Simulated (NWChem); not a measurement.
Molecule: CH4OSSi, singlet; SMILES O([Si]S)C

```xyz
8

Si     0.7997     0.0217    -0.0017
O     -0.4953    -1.0317    -0.0001
C     -0.3881    -2.4311     0.0003
H     -0.8820    -2.8422     0.8954
H     -0.8936    -2.8432    -0.8877
H      0.6626    -2.7771    -0.0063
S     -0.3778     1.8286     0.0008
H      0.7215     2.6153    -0.0006
```
Atoms are numbered in this order, from 1.

Low-valent species are run as closed-shell singlets; no triplet was tried in these runs. Coordinates come from a PBE0/def2-SVP optimisation.

### Question
Give the principal values of the shielding tensors (ppm) of Si1, O2, C3, S7 from B3LYP/6-31G* (spherical d), GIAO (NWChem), with their diamagnetic and paramagnetic parts as GIAO splits them.

### Answer
```tsv
atom	σ11	σ22	σ33	isotropic	diamagnetic	paramagnetic
Si1	-188.6	298.5	336.0	148.6	876.9	-728.2
O2	-240.0	215.6	332.4	102.7	392.5	-289.9
C3	110.0	117.3	181.9	136.4	248.0	-111.6
S7	-87.8	490.2	680.3	360.9	1056.9	-696.0
```
